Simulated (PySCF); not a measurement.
All values below come from PySCF 2.14.0 with PBE-D3(BJ)/def2-TZVP // B3LYP-D3(BJ)/def2-TZVP. All species are isolated molecules in the gas phase. One relaxed conformer stands for a flexible species; it need not be the lowest. 

Reference species (SMILES): `C=CCC=O` (C–C–C–C torsion -120°, C–C–C–O torsion 131°) (neutral, multiplicity 1).

```yaml
HOMO–LUMO gap: 3.77 eV
S1 oscillator strength: 0.008
```

Changed species: `C(=C)(C=O)C` (C–C–C–O torsion 180°).

### Question
What does the change do to the HOMO–LUMO gap and S1 oscillator strength?

### Answer
the HOMO–LUMO gap falls by 0.63 eV, to 3.14 eV; the S1 oscillator strength stays essentially unchanged.
